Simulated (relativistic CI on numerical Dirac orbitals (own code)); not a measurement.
## Crystal-field levels of Ag4+, 4d7

Calculated by Dirac-Coulomb-Breit CI, orbitals from a KLI potential per configuration, model QED (radiative potential, 1s self-energy scaled to tabulated hydrogen-like ionisation energies), valence Slater integrals scaled by 0.75, one configuration in a parametric crystal field (own radial code).

Field parameters in Wybourne normalisation: Oh B⁴₀ = 21Dq, B⁴₄ = √(5/14) B⁴₀. The field is a parameter set, without covalency.

S and J are read from ⟨S²⟩ = S(S + 1) and ⟨J²⟩ = J(J + 1) of each level; they are not fictitious spins.

Oh, 10Dq = 7250 cm⁻¹, the lowest 10 levels:

| E (cm⁻¹) | Degeneracy | Irrep | S | J |
| --- | --- | --- | --- | --- |
| 0.0 | 2 | Γ6 | 1.48 | 4.40 |
| 919 | 4 | Γ8 | 1.47 | 4.20 |
| 2533 | 4 | Γ8 | 1.44 | 3.77 |
| 4173 | 2 | Γ7 | 1.49 | 3.05 |
| 8269 | 4 | Γ8 | 1.41 | 3.56 |
| 8777 | 2 | Γ6 | 1.48 | 3.58 |
| 9395 | 4 | Γ8 | 1.44 | 2.92 |
| 9947 | 2 | Γ7 | 1.46 | 3.02 |
| 11529 | 4 | Γ8 | 0.69 | 4.10 |
| 15903 | 4 | Γ8 | 0.67 | 4.39 |

Principal g values of the ground doublet: 4.79, 4.79, 4.79.

Oh, 10Dq = 42050 cm⁻¹, the lowest 10 levels:

```json
{"E (cm⁻¹)": "0.0", "Degeneracy": "4", "Irrep": "Γ8", "S": "0.52", "J": "3.95"}
{"E (cm⁻¹)": "24073", "Degeneracy": "2", "Irrep": "Γ6", "S": "1.50", "J": "4.11"}
{"E (cm⁻¹)": "25220", "Degeneracy": "4", "Irrep": "Γ8", "S": "1.49", "J": "3.72"}
{"E (cm⁻¹)": "27502", "Degeneracy": "2", "Irrep": "Γ7", "S": "1.50", "J": "2.86"}
{"E (cm⁻¹)": "27592", "Degeneracy": "4", "Irrep": "Γ8", "S": "1.49", "J": "3.01"}
{"E (cm⁻¹)": "38746", "Degeneracy": "4", "Irrep": "Γ8", "S": "0.52", "J": "4.41"}
{"E (cm⁻¹)": "40513", "Degeneracy": "4", "Irrep": "Γ8", "S": "0.52", "J": "3.99"}
{"E (cm⁻¹)": "40642", "Degeneracy": "2", "Irrep": "Γ6", "S": "0.51", "J": "4.81"}
{"E (cm⁻¹)": "40964", "Degeneracy": "2", "Irrep": "Γ7", "S": "0.51", "J": "3.74"}
{"E (cm⁻¹)": "45342", "Degeneracy": "4", "Irrep": "Γ8", "S": "0.52", "J": "2.89"}
```

Oh, 10Dq = 36250 cm⁻¹, the lowest 16 levels:

```
E (cm⁻¹)  Degeneracy  Irrep     S     J
     0.0           4     Γ8  0.53  3.96
   18351           2     Γ6  1.49  4.13
   19522           4     Γ8  1.49  3.74
   21846           2     Γ7  1.50  2.87
   21977           4     Γ8  1.49  3.05
   33038           4     Γ8  0.53  4.39
   34836           4     Γ8  0.52  4.00
   35005           2     Γ6  0.51  4.81
   35287           2     Γ7  0.51  3.74
   39557           4     Γ8  0.52  2.90
   40936           2     Γ6  0.51  2.66
   51927           2     Γ7  0.54  3.49
   53918           4     Γ8  0.59  3.55
   54407           4     Γ8  1.46  3.59
   54588           2     Γ6  1.49  3.68
   55612           4     Γ8  1.47  3.47
```

The free-ion ground term has S = 3/2. The field overcomes the spin-pairing energy for Oh, 10Dq = 42050 cm⁻¹; Oh, 10Dq = 36250 cm⁻¹, where the ground state has lower spin; these fields are assumed values.

Levels of this model without a field, named by their leading LS term (the scale mimics covalency, so terms lie below those of the real free ion): 4F_9/2 0, 4F_7/2 3598, 4F_5/2 5613, 4F_3/2 6822, 4P_3/2 13733, 4P_5/2 14480, 2G_9/2 14940, 4P_1/2 16589 cm⁻¹.
